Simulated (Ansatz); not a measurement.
The first iterations of a band of FH + H5NOSi (10 atoms, charge 0, multiplicity 1).

The calculation used RKS BLYP-D4/6-31G* (Ansatz).

```
movable images  : 9
climbing image  : yes
spring          : 5.0 eV/Å²
optimiser       : quadratic models (default)
start path      : through a guess of the saddle point
force threshold : 0.2 eV/Å
iteration limit : 34
end points      : relaxed
```

First end point:

```xyz
10
Properties=species:S:1:pos:R:3
Si -0.108 0.088 -0.059
O -0.022 0.043 1.657
H -0.914 -0.016 2.061
H 1.332 0.244 -0.407
H -0.907 1.257 -0.545
N -0.949 -1.318 -0.595
H -0.547 -2.234 -0.391
H -1.579 -1.312 -1.395
F 0.934 -2.384 1.396
H 0.644 -1.536 1.769
```

Last end point:

```xyz
10
Properties=species:S:1:pos:R:3
Si 0.504 -0.163 -0.560
O -0.964 -0.794 2.396
H -1.062 -1.750 2.594
H 1.313 -0.454 -1.781
H 0.239 1.290 -0.363
N -0.983 -1.020 -0.700
H -1.586 -0.992 0.130
H -0.982 -1.948 -1.127
F 1.417 -0.615 0.746
H -0.011 -0.723 2.157
```

| iteration | highest image above the first end (eV) | largest band force component (eV/Å) |
| --- | --- | --- |
| 1 | 3.737 | 9.140 |
| 2 | 1.945 | 2.211 |
| 3 | 1.528 | 1.368 |
| 4 | 1.197 | 0.927 |
| 5 | 1.156 | 0.847 |
| 6 | 1.020 | 0.780 |

Does the band converge within its limit, and where does its top end?

The run converged. It ended after 20 iterations with the highest image 0.579 eV above the first end. The threshold of 0.2 eV/Å is loose, so the images may lie well off the minimum-energy path. The profile has 3 maxima (images 1, 3, 5) with wells between them (images 2, 4): this band takes more than one step, which may be the mechanism or a detour left from its start path. The order of the stationary point at the top wasn't checked. The orbitals stay closed-shell, which can raise the energy where a bond breaks towards radicals; this wasn't checked here.

Time of the run: 10 min on 1 thread of Intel(R) Xeon(R) Platinum 8259CL CPU @ 2.50GHz (Skylake/Cascade Lake), on a shared host, peak memory 0.15 GiB.
